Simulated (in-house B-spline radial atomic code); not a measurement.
Results of a calculation; reference values are marked as such.
Cl VII (Cl6+) at several levels of theory

Ground configuration [Ne] 3s1. All numbers come from an all-electron radial atomic-structure program (B-spline basis), all electrons, at the radial basis limit. Mean-field, RPA, GW and linear-response runs are scalar-relativistic (one-electron X2C), no spin-orbit coupling, without Breit or QED terms, open shells spin-polarised at highest spin; the many-body runs on Dirac-Hartree-Fock orbitals are four-component, and their energies hold both.

**Ionisation energy.** The reference is 114.201 eV (NIST, measured).

```json
{"method": "minus the highest LDA VWN5 level", "value (eV)": "107.38", "minus reference (eV)": "-6.82"}
{"method": "LDA VWN5, difference of total energies", "value (eV)": "114.89", "minus reference (eV)": "+0.69"}
{"method": "minus the highest PBE level", "value (eV)": "107.29", "minus reference (eV)": "-6.91"}
{"method": "PBE, difference of total energies", "value (eV)": "115.05", "minus reference (eV)": "+0.85"}
{"method": "G0W0 on PBE", "value (eV)": "115.51", "minus reference (eV)": "+1.31"}
{"method": "exact exchange + RPA on PBE", "value (eV)": "115.14", "minus reference (eV)": "+0.94"}
{"method": "exact exchange + RPA + SOSEX on PBE", "value (eV)": "114.16", "minus reference (eV)": "-0.04"}
{"method": "minus the highest r2SCAN level", "value (eV)": "107.63", "minus reference (eV)": "-6.57"}
{"method": "r2SCAN, difference of total energies", "value (eV)": "114.08", "minus reference (eV)": "-0.12"}
{"method": "minus the highest PBE0 level", "value (eV)": "109.05", "minus reference (eV)": "-5.16"}
{"method": "PBE0, difference of total energies", "value (eV)": "114.79", "minus reference (eV)": "+0.59"}
{"method": "G0W0 on PBE0", "value (eV)": "115.39", "minus reference (eV)": "+1.19"}
{"method": "minus the highest B3LYP (VWN-RPA) level", "value (eV)": "108.98", "minus reference (eV)": "-5.23"}
{"method": "B3LYP (VWN-RPA), difference of total energies", "value (eV)": "115.35", "minus reference (eV)": "+1.15"}
{"method": "minus the highest CAM-B3LYP level", "value (eV)": "110.87", "minus reference (eV)": "-3.33"}
{"method": "minus the highest LC-wPBE level", "value (eV)": "112.40", "minus reference (eV)": "-1.80"}
{"method": "minus the highest Hartree-Fock level", "value (eV)": "113.75", "minus reference (eV)": "-0.45"}
{"method": "Hartree-Fock, difference of total energies", "value (eV)": "113.71", "minus reference (eV)": "-0.49"}
{"method": "G0W0 on Hartree-Fock", "value (eV)": "115.10", "minus reference (eV)": "+0.90"}
{"method": "MP2, difference of total energies", "value (eV)": "114.21", "minus reference (eV)": "+0.01"}
{"method": "Brueckner orbital with screened correlation (3s1/2)", "value (eV)": "114.20", "minus reference (eV)": "0.00"}
```

**Question.** Which methods come closest, and which lies farthest off?

**Answer.** Closest: Brueckner orbital with screened correlation (3s1/2) (0.00 eV) and MP2, difference of total energies (+0.01 eV). Farthest: minus the highest PBE level (-6.91 eV). The PBE level misses by -6.9 eV while the PBE energy difference misses by +0.85 eV: the semilocal potential lacks the −1/r tail and the energy is convex in the electron number, but total energies at whole numbers are far better.

Run times on one thread of shared hosts: mean field, RPA, SOSEX and G0W0 on PBE, for the atom and its ion, 1.6 s (Intel Xeon 6975P-C); Brueckner orbitals with all properties, 69 s (Intel Xeon Platinum 8259CL CPU @ 2.50GHz).
